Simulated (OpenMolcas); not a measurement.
Computed levels of 4s2 4p4 in ions with 34 electrons, in cm-1 above 3P2.

- Program: OpenMolcas 26.06
- Method: CASSCF
- Basis: ANO-RCC-VTZP
- Scalar Hamiltonian: DKH2, point nucleus
- Spin-orbit coupling: RASSI with atomic mean-field integrals over the reference wave functions, term energies averaged over their components

Active space for each ion: 6 electrons in 8 orbitals (4s 4p 5s 5p).

| Level | Se | Kr2+ |
| --- | --- | --- |
| 3P1 | 1744 | 4013 |
| 3P0 | 2253 | 4766 |
| 1D2 | 11529 | 16893 |
| 1S0 | 20910 | 31019 |

Problem. Estimate 3P0, 1D2, 1S0 for Br+ from its neighbours Se and Kr2+.

Solution. 3P0 is fine structure, which grows about as the fourth power of a screened charge, so the fourth roots are averaged: ((2253^0.25 + 4766^0.25) / 2)^4 = 3335. The calculation gives 3433, so the estimate is off by -2.9 %; the measured value is 3837 (NIST Handbook of Basic Atomic Spectroscopic Data).
1D2 is another term, which grows about linearly with the charge: (11529 + 16893) / 2 = 14211. The calculation gives 14247, so the estimate is off by -0.3 %; the measured value is 12089 (NIST Handbook of Basic Atomic Spectroscopic Data).
1S0 is another term, which grows about linearly with the charge: (20910 + 31019) / 2 = 25964. The calculation gives 26051, so the estimate is off by -0.3 %; the measured value is 27867 (NIST Handbook of Basic Atomic Spectroscopic Data).

Without dynamic correlation excited terms often stand tens of per cent too high (terms of higher spin than the ground term too low), and those without a measured partner can miss by more than the paired ones (holds for Se; Br+). Active for correlation alone: 5p 5s; no level in the range computed is led by a configuration that fills them, so any true level of that kind is missing (holds for Se; Kr2+). The run also gave levels led by 4s2 4p3 5s, which use shells meant for correlation; these and all levels above them are left out (holds for Br+). Measured partners are found by configuration, term and J. A level has none where our copy of the source lacks it or the pairing is in doubt (some pairs that miss far off the trend of their configuration count as doubtful), and it then counts in no deviation. Only configurations of the active space appear.
